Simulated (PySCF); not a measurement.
## Relaxation of singlet YbH₂

These are results of PySCF, PBE0, basis Yb def2-TZVP with ECP28, H def2-TZVP (scalar-relativistic core potentials, no spin–orbit coupling, density fitting), not measurements. A (50,194) grid was used.

A hand-made side-on start, of C2v symmetry, held to at least that symmetry:

```xyz
3
charge 0 multiplicity 1, angstrom
Yb    0.0000    0.0000   -0.0231
H     0.4200    0.0000    1.9940
H    -0.4200    0.0000    1.9940
```

**Question.** What does it relax to?

**Answer.** It ends at C2v with H–H 0.746 Å. The molecule has come apart into Yb + H₂. No frequency check is given, so it may be a saddle point.

**Question.** How much energy is released, and in how many steps?

**Answer.** 130.4 kJ/mol in 13 steps.

Stability towards spin polarisation was not tested.
